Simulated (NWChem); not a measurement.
**Total energies of CBr**

```
Br
C 1 1.8164
```
Charge 0, spin multiplicity 2.

All runs are NWChem calculations. The geometry was optimised at UPBE0/def2-SVP, a minimum by its harmonic frequencies.

Basis set: STO-3G (23 functions).

```csv
method,total energy (Ha)
UHF,-2581.90956
UMP2,-2581.94728
UB2PLYP,-2583.07176
UPBE,-2582.96307
UB3LYP,-2583.43904
UBP86,-2583.64429
```

Total energies of different functionals aren't comparable as a measure of quality: only differences taken within one method are. 

The Hamiltonian is non-relativistic. The correlated methods keep 10 core orbitals frozen. B3LYP has NWChem's definition, with VWN1-RPA local correlation. This spin state was chosen for the runs; another may lie lower. The structure started from a generated list of species. The unpaired electrons of the parent sit in orbitals of symmetry b1 (C2v labels of the run); other states weren't searched. No SCF solution was tested for a lower state. Open-shell Hartree-Fock references start from PBE0 orbitals.
